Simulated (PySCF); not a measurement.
**SiOBr + H₂O → SiO(OH) + HBr**

Level: PBE0 in the def2-TZVP basis family, all electrons, no relativity, computed in PySCF with density fitting; open shells unrestricted.

| species | state and structure | ZPE (kJ/mol) | H(298 K) − H(0) (kJ/mol) | S° (J/(mol K)) |
| --- | --- | --- | --- | --- |
| SiOBr | doublet, Cs, Si–Br 2.223 Å, Si–O 1.520 Å; Br–Si–O 126.0° | 10.8 | 12.2 | 290.2 |
| H₂O | singlet, C2v, O–H 0.960 Å (×2); H–O–H 105.1° | 56.5 | 9.9 | 188.7 |
| SiO(OH) | doublet, Cs, O–H 0.965 Å, Si–O 1.525 Å, Si–O 1.627 Å; H–O–Si 116.9°, O–Si–O 127.5° | 44.1 | 12.3 | 270.9 |
| HBr | singlet, C∞v, H–Br 1.421 Å | 16.0 | 8.7 | 198.5 |

(1) Is the gas-phase reaction uphill or downhill in electronic energy at this level, and by how much?

(2) Add zero-point, thermal and entropy terms for 298.15 K and 1 bar.

Results:

(1) At PBE0/def2-TZVP, ΔE = -1.3 kJ/mol, downhill. 

(2) ΔZPE = -7.2 and Δ[H(298) − H(0)] = -1.1 kJ/mol give ΔH° = -9.6 kJ/mol. ΔS° = -9.5 J/(mol K), so ΔG° = -9.6 − 298.15 × (-0.0095) = -7 kJ/mol and log₁₀K = 1.2.

Only the bonding shown was studied: isomers, or loss of a ligand pair, can lie lower.
